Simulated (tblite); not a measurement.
Species: C₇H₇F (charge +1 and doublet state).
Atom-mapped SMILES: `[CH+:1]=[C:2][C@@H:3]1[CH2:4][C@:5]12[CH2:6][C@@H:7]2[F:8]` (hydrogens: H9 on C1; H10 on C3; H11, H12 on C4; H13, H14 on C6; H15 on C7)

Computed values, GFN2-xTB/tblite, gas phase, harmonic and unscaled. This tight-binding method is rough: wavenumbers can miss measured ones by several per cent, in bad cases by 10 to 20. Open shells enter through the occupations alone, without spin polarisation, and single modes of such species can be off by tens of per cent.

Harmonic wavenumbers (cm⁻¹): 78.5, 117.1, 179.7, 224.5, 298.1, 402.8, 428.5, 438.6, 464.7, 555.5, 635.6, 662.6, 687.0, 805.2, 830.0, 862.9, 904.0, 914.5, 946.4, 980.6, 1036.1, 1040.6, 1066.7, 1100.9, 1110.2, 1162.4, 1244.5, 1266.3, 1365.6, 1383.2, 1560.3, 2153.4, 3012.4, 3025.1, 3046.3, 3054.3, 3081.6, 3091.4, 3322.0.

A = 3609, B = 1418, C = 1279 MHz; mass 110.053 u (most abundant isotopes); point group C1, symmetry number 1; spin multiplicity 2.

Q: Zero-point energy?

A: ½Σν̃ = 24270 cm⁻¹ = 290.34 kJ/mol.

Q: What is S at 350 K and 1 bar for an ideal gas of classical rigid rotors and harmonic oscillators?

A: Translation 170.82, rotation 120.35, vibration 98.89, spin (R ln 2) 5.76: S = 395.8 J/(mol K).

Q: And Cp and H(350 K) − H(0)?

A: Cp = 155.85 J/(mol K), of which vibrations give 122.60 (their classical limit is 39 R = 324.3); H(350 K) − H(0) = 31.45 kJ/mol without the zero-point energy, 19.81 from vibrations.

Q: How do the functions run with temperature in this model?

A: 
| T (K) | S (J/(mol K)) | Cp (J/(mol K)) | H − H(0) (kJ/mol) | G − H(0) (kJ/mol) | ln q(vib) |
| --- | --- | --- | --- | --- | --- |
| 100 | 272.9 | 61.1 | 4.47 | -22.81 | 0.74 |
| 200 | 326.1 | 97.7 | 12.37 | -52.86 | 2.31 |
| 300 | 373.2 | 137.3 | 24.12 | -87.85 | 4.13 |
| 500 | 459.5 | 200.9 | 58.42 | -171.31 | 8.07 |
| 800 | 567.0 | 255.2 | 127.69 | -325.90 | 13.98 |
| 1000 | 626.5 | 277.7 | 181.09 | -445.38 | 17.66 |

q(vib) and H(0) count from the zero-point level.

Q: Which modes carry the vibrational entropy at 350 K?

A: 78.5 cm⁻¹: 17.75; 117.1 cm⁻¹: 14.47; 179.7 cm⁻¹: 11.02; 224.5 cm⁻¹: 9.27; 298.1 cm⁻¹: 7.13; 402.8 cm⁻¹: 5.01 J/(mol K); the other 33 give 34.23 together.

Hindered rotation and anharmonicity are outside this model. The structure is chiral; the term R ln 2 for an equal mix with its mirror image is left out.
